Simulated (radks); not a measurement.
All-electron atom: Br21+ in [Ne] 3s2 3p2. Calculated with a radial shooting solver on a logarithmic mesh with Libxc functionals: non-relativistic Kohn-Sham, LB94 model potential, spin-polarised, spherical densities, point nucleus; open shells are filled with parallel spins first.

Unscreened Slater integrals over Kohn-Sham orbitals (hartree). They are taken over the spin-up orbitals. Empty in this configuration: 3d.

integral     value
F0(3p,3p)   1.9374
F2(3p,3p)  0.97965
F0(3p,3s)   1.9007
G1(3p,3s)   1.2356
F0(3p,2p)   2.5686
F2(3p,2p)  0.63360
G0(3p,2p)  0.25124
G2(3p,2p)  0.27442
F0(3p,2s)   2.4899
G1(3p,2s)  0.19907
F0(3p,3d)   2.0312
F2(3p,3d)  0.98156
G1(3p,3d)   1.0552
G3(3p,3d)  0.70397
F0(3s,3s)   1.8708
F0(3s,2p)   2.4547
G1(3s,2p)  0.24475
F0(3s,2s)   2.3999
G0(3s,2s)  0.19340
F0(3s,3d)   1.9894
G2(3s,3d)  0.78112
F0(2p,2p)   5.5441
F2(2p,2p)   2.6384
F0(2p,2s)   5.0475
G1(2p,2s)   2.8649
F0(2p,3d)   2.7847
F2(2p,3d)  0.82136
G1(2p,3d)  0.75313
G3(2p,3d)  0.43426
F0(2s,2s)   4.7339
F0(2s,3d)   2.7476
G2(2s,3d)  0.71659
F0(3d,3d)   2.1898
F2(3d,3d)   1.1282
F4(3d,3d)  0.72877

Derived for the open shells (J is the average intra-shell exchange parameter used in DFT+U). 3p: J = F2/5 = 0.1959 hartree; in LS coupling 1D lies 6 F2/25 = 0.2351 hartree above 3P.
